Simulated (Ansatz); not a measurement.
One change: `[PH2][GeH2][SH]` becomes `[PH2][SnH2][SH]`.

Ansatz, PBE0-D4/def2-TZVP geometries, multiplicity 1. Each molecule was computed in one conformer, which needn't be the lowest.

Elements past krypton have def2 core potentials. Scalar relativity is left out up to krypton.

```
                                          property  `[PH2][GeH2][SH]`
                 HOMO energy (PBE/def2-TZVPP) / eV              -5.94
size of the dipole moment (ωB97M-V/def2-TZVPP) / D               0.90
             HOMO–LUMO gap (B3LYP/def2-TZVPP) / eV               6.05
           HOMO–LUMO gap (ωB97M-V/def2-TZVPP) / eV              10.47
                LUMO energy (PBE0/def2-TZVPP) / eV              -0.55
                HOMO energy (PBE0/def2-TZVPP) / eV              -7.10
```

What does the change do to each property? (Best estimate.)

Computed: 
| property | `[PH2][SnH2][SH]` | shift |
| --- | --- | --- |
| HOMO energy (PBE/def2-TZVPP) / eV | -6.02 | -0.08 |
| size of the dipole moment (ωB97M-V/def2-TZVPP) / D | 1.91 | 1.01 |
| HOMO–LUMO gap (B3LYP/def2-TZVPP) / eV | 5.96 | -0.09 |
| HOMO–LUMO gap (ωB97M-V/def2-TZVPP) / eV | 10.39 | -0.08 |
| LUMO energy (PBE0/def2-TZVPP) / eV | -0.73 | -0.18 |
| HOMO energy (PBE0/def2-TZVPP) / eV | -7.22 | -0.12 |

With PBE0 the HOMO falls by 0.12 eV and the LUMO falls by 0.18 eV, so the gap narrows by about 0.06 eV. PBE moves the HOMO by -0.08 eV and ωB97M-V by -0.19 eV. Dipoles are sizes alone; their direction can turn.

B3LYP here is the variant with VWN-RPA as its local correlation; programs differ in this.
